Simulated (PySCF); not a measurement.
## Nuclear quadrupole coupling in `C=C[P@@](=O)([O-])CCC`

Species: C5H10O2P (charge -1).
Geometry (GFN2-xTB, Å), atoms numbered from 1 in this order:
```
atom  x, y, z in Å
C1     3.2290    0.9061    0.6830
C2     2.4346    0.2539   -0.1413
P3     1.0028   -0.7208    0.4970
O4     1.1289   -2.1253    0.0063
O5     0.8163   -0.4792    1.9547
C6    -0.3606    0.1489   -0.4548
C7    -1.6445   -0.5446   -0.0498
C8    -2.8946    0.0888   -0.6512
H9     2.9998    0.9140    1.7362
H10    4.1123    1.4514    0.3682
H11    2.6367    0.2055   -1.2051
H12   -0.3824    1.2057   -0.1795
H13   -0.1903    0.0673   -1.5305
H14   -1.7009   -0.5247    1.0417
H15   -1.5721   -1.5936   -0.3480
H16   -3.7932   -0.4393   -0.3324
H17   -2.9799    1.1295   -0.3394
H18   -2.8508    0.0626   -1.7399
```

Field gradients from the PBE0/pcSseg-1 density (PySCF, non-relativistic), principal values in atomic units, ordered |Vxx| ≤ |Vyy| ≤ |Vzz|:

```csv
atom,Vxx,Vyy,Vzz
O4,-0.3452,-0.4412,0.7864
O5,-0.2844,-0.4843,0.7686
```

Q: Find the asymmetry η = (Vxx − Vyy)/Vzz and the couplings χ = eQV/h (234.96 MHz × Q in barn × V in au), with Q(17O) = −0.0256 b.

A: 
```
atom         environment  nucleus     η  χzz (MHz)  χxx (MHz)  χyy (MHz)
  O4  oxygen bonded to P      17O  0.12     -4.730      2.076      2.654
  O5  oxygen bonded to P      17O  0.26     -4.623      1.710      2.913
```

Q: What is Vzz at O4 in SI units (1 au = 9.71736 × 10²¹ V/m²)?

A: 0.7864 au = 7.642 × 10²¹ V/m².

Q: What couplings would deuterons (Q(2H) = 0.00286 b) have in place of the hydrogens, at this geometry?

A: 
```json
{"atom": "H9", "bonded to": "C1", "bond length (Å)": "1.078", "Vzz (au)": "0.3326", "η": "0.03", "χzz (kHz)": "223"}
{"atom": "H10", "bonded to": "C1", "bond length (Å)": "1.085", "Vzz (au)": "0.3312", "η": "0.04", "χzz (kHz)": "223"}
{"atom": "H11", "bonded to": "C2", "bond length (Å)": "1.084", "Vzz (au)": "0.3317", "η": "0.02", "χzz (kHz)": "223"}
{"atom": "H12", "bonded to": "C6", "bond length (Å)": "1.092", "Vzz (au)": "0.3134", "η": "0.04", "χzz (kHz)": "211"}
{"atom": "H13", "bonded to": "C6", "bond length (Å)": "1.092", "Vzz (au)": "0.3152", "η": "0.04", "χzz (kHz)": "212"}
{"atom": "H14", "bonded to": "C7", "bond length (Å)": "1.093", "Vzz (au)": "0.2978", "η": "0.02", "χzz (kHz)": "200"}
{"atom": "H15", "bonded to": "C7", "bond length (Å)": "1.093", "Vzz (au)": "0.3007", "η": "0.02", "χzz (kHz)": "202"}
{"atom": "H16", "bonded to": "C8", "bond length (Å)": "1.090", "Vzz (au)": "0.3172", "η": "0.00", "χzz (kHz)": "213"}
{"atom": "H17", "bonded to": "C8", "bond length (Å)": "1.090", "Vzz (au)": "0.3154", "η": "0.01", "χzz (kHz)": "212"}
{"atom": "H18", "bonded to": "C8", "bond length (Å)": "1.090", "Vzz (au)": "0.3156", "η": "0.01", "χzz (kHz)": "212"}
```

The structure is a single GFN2-xTB conformer in the gas phase; no vibrational or solvent corrections. The pcSseg-1 basis has no diffuse functions, a weakness for an anion. GFN2-xTB bond lengths can be off by several hundredths of an ångström, more for odd bonds, and the gradients follow them. A larger basis could move these couplings by a tenth or more.

The run behind these numbers computed NMR shieldings as well. The run took 38 s of wall time (grids of density and orbitals included) on an Intel Xeon Platinum 8488C with one thread, shared host with 192 logical CPUs at a one-minute load of 8.9, and the process peaked at 0.85 GiB of memory.
